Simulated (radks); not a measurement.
Values are calculated unless marked as measured or tabulated.
Excited configurations of Pm IV: one electron is placed in a higher orbital outside [Xe] 4f3. The ground configuration is [Xe] 4f4. Code: a radial shooting solver on a logarithmic mesh with Libxc functionals. Model: Dirac Kohn-Sham, LDA (Slater exchange, Perdew-Wang correlation), spin-unpolarised, spherical densities, finite nucleus; open shells fill j = l - 1/2 first; Fermi nuclear charge, rms radius 4.962 fm. Excitation = E - E(ground); binding = E(ion) - E, where the ion is the core of charge +4; n* = 4/sqrt(2 binding) in atomic units, and the quantum defect is n - n*.

outer orbital  excitation (eV)  binding (eV)     n*  quantum defect  eigenvalue (eV)  <r> (bohr)
6p1/2                   18.789        22.790  3.091           2.909          -19.968       3.510
6d3/2                   26.133        15.447  3.754           2.246          -13.497       4.744
6f5/2                   32.168         9.412  4.809           1.191           -8.163       7.312
7s1/2                   26.657        14.923  3.819           3.181          -13.311       5.635
7p1/2                   28.602        12.977  4.096           2.904          -11.532       6.250
7f5/2                   35.020         6.560  5.761           1.239           -5.797       11.23

Estimate the row for 7d3/2.

Answer. excitation (eV) 31.911; binding (eV) 9.668; n* 4.745; quantum defect 2.255; eigenvalue (eV) -8.563; <r> (bohr) 7.947. The Delta-SCF ionisation energy is 41.580 eV (NIST Atomic Spectra Database: 41.2 eV, semi-empirical). Self-interaction in the functional shifts the binding energies and quantum defects, so they are the method's values and not measured ones. Spin polarisation and multiplet splitting are left out, so open shells lie too high by an amount that depends on their filling.

Beside tabulated values, note that spin-unpolarised runs miss the spin-polarisation part of the exchange energy of open shells.
